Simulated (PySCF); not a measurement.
# One molecule, several mistakes: BH5NSi anion

These are calculations, not measurements. They come from PySCF 2.14.0, an open-source quantum chemistry program, on an isolated molecule that a program drew, which may never have been made. The molecule is BH5NSi anion (charge -1, singlet), drawn as the SMILES string `[BH3-]N=[SiH2]`.

Each row is a Hartree-Fock (HF) and frozen-core CCSD(T) single point in the aug-cc-pV(D+d)Z basis, meant for a local HF minimum. Run 1 is clean. Each other run has one planted mistake out of seven kinds, and not every kind appears here: one electron removed, one electron added, multiplicity raised by two, geometry at a saddle point, minimal basis STO-3G, one bond length entered in bohr, all coordinates scaled. The reference is restricted for singlets and unrestricted otherwise, and also for a bond in bohr. Adding or removing an electron swaps singlet and doublet. Electrons count all cores. HOMO and LUMO are orbital energies over both spins, the gradient is its largest component, and the lowest frequency (negative if imaginary) is given only where the gradient is small. Bond lengths are over the 7 bonds as drawn. T1 is the CCSD diagnostic: over 0.02 (restricted) or 0.045 (unrestricted) a single reference is doubtful.

Geometry of the clean run:
```xyz
8
BH5NSi anion, angstrom
B     1.9334    0.2095    0.5864
N     1.2597    0.3190   -0.8226
Si    1.5073   -0.4316   -2.1775
H     2.4153    1.3179    0.8975
H     1.0673   -0.0938    1.4323
H     2.8522   -0.6536    0.6241
H     0.7212   -0.1466   -3.4056
H     2.5013   -1.4998   -2.4903
```

```
run,electrons,basis functions,<S^2>,HOMO (eV),LUMO (eV),gradient (hartree/bohr),lowest frequency (cm^-1),mean bond (Å),longest bond (Å),T1,HF (hartree),CCSD(T) (hartree),mistake
1,32,123,0.000,-3.82,3.61,1.1e-05,137,1.4099,1.569,0.0187,-370.93398,-371.40845,no fault
2,32,123,0.000,-3.84,3.61,2.1e-02,-,1.4466,1.609,0.0193,-370.92957,-371.40899,all coordinates scaled
3,32,24,0.000,-0.07,13.76,3.1e-02,-,1.4099,1.569,0.0120,-366.41472,-366.62770,minimal basis STO-3G
4,31,123,0.910,-9.57,-0.21,7.0e-02,-,1.4099,1.569,0.0540,-370.86198,-371.29037,one electron removed
5,32,123,1.123,-4.07,3.71,4.6e-02,-,1.5996,2.820,0.0735,-370.84325,-371.30855,one bond length entered in bohr
6,32,123,2.037,-1.27,3.82,1.1e-01,-,1.4099,1.569,0.0302,-370.88270,-371.31615,?
```

**Which mistake was planted in run 6, and what did it cost?**

Electrons, basis and geometry are unchanged, and <S^2> is 2.037, beside S(S+1) = 2.00 for a multiplicity of 3. So the mistake is: multiplicity raised by two. Subtracting run 1 and multiplying by 627.51 kcal/mol a hartree, the energy moved by 32.2 kcal/mol in HF and 57.9 kcal/mol in CCSD(T).

Cautions from the logs. Run 4: T1 is over the limit, so its CCSD(T) energy is less reliable; run 5: T1 is over the limit, so its CCSD(T) energy is less reliable.
